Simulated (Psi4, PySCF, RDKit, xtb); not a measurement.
Relaxed torsion scan: H2Cl6Si3, SMILES Cl[Si](Cl)(Cl)[SiH2][Si](Cl)(Cl)Cl. Scanned: dihedral Cl1–Si2–Si5–Si6; all other coordinates were relaxed at B3LYP-D3(BJ)/def2-SVP.

Atom numbering (GFN2-xTB optimised geometry, Å):
```
11

Cl    -1.9023    -1.8180    -1.6544
Si    -1.8829    -0.1423    -0.5137
Cl    -1.7505     1.4416    -1.7766
Cl    -3.6806    -0.0297     0.4095
Si    -0.1072    -0.1575     1.0066
Si     1.9430     0.2300    -0.0477
Cl     2.1370     2.1681    -0.6103
Cl     2.1289    -0.9020    -1.7225
Cl     3.5152    -0.2032     1.1513
H     -0.0709    -1.4464     1.7129
H     -0.3296     0.8593     2.0449
```

- PBE/def2-SVP // B3LYP-D3(BJ)/def2-SVP (Psi4)
- RKS-BP86/6-31G* = restricted BP86/6-31G*, spherical d, density fitting // B3LYP-D3(BJ)/def2-SVP (PySCF 2.14.0)
- MMFF94 // B3LYP-D3(BJ)/def2-SVP (RDKit)
- GFN1-xTB // B3LYP-D3(BJ)/def2-SVP (xtb)
- RKS-B3LYP/LANL2DZ = restricted B3LYP/LANL2DZ, with its core potentials past Ne // B3LYP-D3(BJ)/def2-SVP in PySCF
- MP2/cc-pVTZ = DF-MP2 (frozen core)/cc-pVTZ // B3LYP-D3(BJ)/def2-SVP (Psi4 1.11)

Energies in kcal/mol, each method relative to its own lowest point.

| φ / ° | PBE/def2-SVP | RKS-BP86/6-31G* | MMFF94 | GFN1-xTB | RKS-B3LYP/LANL2DZ | MP2/cc-pVTZ |
|---|---|---|---|---|---|---|
| 0 | 1.11 | 0.79 | 1.67 | 1.15 | 0.82 | 0.99 |
| 10 | 1.04 | 0.75 | 1.50 | 1.16 | 0.73 | 0.91 |
| 20 | 0.81 | 0.63 | 1.03 | 0.97 | 0.76 | 0.61 |
| 30 | 0.50 | 0.44 | 0.43 | 0.70 | 0.80 | 0.22 |
| 40 | 0.21 | 0.27 | 0.11 | 0.53 | 0.47 | 0.04 |
| 50 | 0.04 | 0.11 | 0.01 | 0.28 | 0.26 | 0.02 |
| 60 | 0.00 | 0.00 | 0.19 | 0.00 | 0.00 | 0.12 |
| 70 | 0.06 | 0.16 | 0.00 | 0.31 | 0.38 | 0.02 |
| 80 | 0.23 | — | 0.00 | 0.55 | 0.62 | 0.00 |
| 90 | 0.47 | — | 0.38 | 0.80 | 0.57 | 0.23 |
| 100 | 0.72 | — | 1.03 | 0.94 | 0.45 | 0.60 |
| 110 | 1.00 | — | 1.49 | 1.13 | 0.64 | 0.91 |

Root-mean-square difference from the MP2/cc-pVTZ profile, itself a level with limits, after the best constant shift (kcal/mol): PBE/def2-SVP 0.11, RKS-BP86/6-31G* 0.16, MMFF94 0.25, GFN1-xTB 0.19, RKS-B3LYP/LANL2DZ 0.31.

A dash means that the run gave no value there, or that the column was ended at a point which the program doubted or which failed a test of continuity chosen for this set; such a test can also cut sound points.

MMFF94 has few fitted parameters for silicon.
